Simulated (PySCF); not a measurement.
# Static response to an electric field

Species: (OH)1Al(OSiH2)2O.
Structure used (PBE0-D3(BJ)/def2-SVP), in Å, numbered top down from 1:
```
atom  x, y, z in Å
Al1   -0.9560   -0.5508    1.0853
O2    -1.9947   -1.1159    2.2813
O3     0.7062   -0.2206    1.3109
Si4    1.7757    0.3769    0.1949
O5     0.9676    0.5700   -1.2474
Si6   -0.5939    0.3270   -1.7775
O7    -1.4874   -0.2446   -0.5057
H8    -1.7590   -1.2936    3.1923
H9     2.8939   -0.5844   -0.0016
H10    2.2870    1.7012    0.6416
H11   -1.1473    1.6261   -2.2457
H12   -0.5766   -0.6741   -2.8776
```

Level: CAM-B3LYP/def2-SVPD (PySCF), static field, nuclei fixed, core orbitals frozen in the response. The polarisability tensor in these axes (au):

```
x   79.49  2.61  0.34
y    2.61 69.95 -3.06
z    0.34 -3.06 80.11
```

Task: Give the principal values, the mean and the anisotropy Δα = √{½[(α1 − α2)² + (α2 − α3)² + (α1 − α3)²]}.

Result: Principal values 68.48, 79.97 and 81.09 au; mean 76.51 au = 11.34 Å³ = 12.62 × 10⁻⁴⁰ C²·m²/J; Δα = 12.09 au (16 % of the mean).

Task: What is the dipole moment, and where does it point?

Result: (0.43, -0.25, 1.34) D, 1.43 D in size, pointing from the negative to the positive side. Measured along this direction, the outermost atoms are H12 and H11 at the negative end and H8 at the positive end.

Task: Along which axes do the principal values lie, and how far do the nuclei extend along each?

Result: Largest value along (-0.34, -0.32, 0.89), where the nuclei span 5.97 Å; middle along (0.91, 0.12, 0.39), 4.30 Å; least along (-0.23, 0.94, 0.25), 2.46 Å. The response follows the extents in order.

Task: What molar refraction does this α imply?

Result: Lorentz–Lorenz: R = (4π/3)N_A α = 2.5225 cm³/(mol·Å³) × 11.34 Å³ = 28.6 cm³/mol, in the limit of long wavelengths.

Task: What would n − 1 = 2πNα be for an ideal gas of these molecules at 500 K and 1 atm, electronic part alone?

Result: N = p/kT = 1.4678 × 10¹⁹ cm⁻³, so n − 1 = 2π × N × 11.34 × 10⁻²⁴ cm³ = 1046 × 10⁻⁶ at long wavelengths.

Task: Rayleigh depolarisation ratio (linearly polarised light, static tensor)?

Result: ρ = 3Δα²/(45ᾱ² + 4Δα²) = 438.5/(263453 + 584.6) = 0.00166.

One conformer (not necessarily the lowest) at the PBE0-D3(BJ)/def2-SVP geometry, without solvent, vibrations or thermal averaging.
